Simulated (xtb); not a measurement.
C3H6BNO, SMILES C#CB(O)NC. All values are semi-empirical tight-binding results from xtb (GFN2-xTB unless named), good for trends rather than for accurate numbers. The structure is a stationary point at GFN2-xTB. The structure was generated by enumeration, and PubChem lists no compound with its InChIKey, so it may never have been made. The values are those of a single conformer.

Optimised geometry:

Bonded distances (Å): C1–C2 1.202, C1–H7 1.052, C2–B3 1.536, B3–O4 1.369, B3–N5 1.397, O4–H8 0.955, N5–C6 1.441, N5–H9 1.009, C6–H10 1.095, C6–H11 1.095, C6–H12 1.089. Angles (°): C2–C1–H7 179.1, C1–C2–B3 177.7, C2–B3–O4 122.3, C2–B3–N5 120.4, O4–B3–N5 117.3, B3–O4–H8 114.4, B3–N5–C6 128.1, B3–N5–H9 118.1, C6–N5–H9 113.8, N5–C6–H10 111.1, N5–C6–H11 111.1, N5–C6–H12 108.9, H10–C6–H11 108.3, H10–C6–H12 108.7, H11–C6–H12 108.7.

```yaml
point_group_as_xtb_finds_it: Cs
orbital_gap: 4.84 eV
dipole_moment: 0.37 D
zero_point_energy: 56.7 kcal/mol
G − E(el) at 298.15 K (modified RRHO): 37.2 kcal/mol
static polarisability (D4 model): 59.6 bohr³
solvation energy, GFN2-xTB/ALPB(water): -5.4 kcal/mol
solvation energy, GFN2-xTB/ALPB(ether): -8.1 kcal/mol
```

Task: Give the IR lines (harmonic; lines under 4 % of the strongest left out, lines within 3 cm⁻¹ merged). (The exact figures need the calculation; the answer reports its results.)

Result: ν (cm⁻¹): 487 (m), 535 (m), 637 (s), 694 (w), 941 (s), 1053 (m), 1133 (w), 1207 (vs), 1300 (s), 1414 (w), 1466 (s), 1505 (m), 2222 (w), 2925 (m), 2950 (m), 3029 (w), 3665 (w) (against the strongest line: vs over 80 %, s over 45 %, m over 15 %, w over 4 %, vw less)

Task: Give the atomic charges and the Wiberg bond orders between heavy atoms. (The exact figures need the calculation; the answer reports its results.)

Result: charges (e) C1 -0.10, C2 -0.12, B3 0.35, O4 -0.48, N5 -0.25, C6 -0.04, H7 0.06, H8 0.29, H9 0.15, H10 0.04, H11 0.04, H12 0.05. Bond orders C1–C2 2.91, C2–B3 0.98, B3–O4 1.13, B3–N5 1.28, N5–C6 1.03.
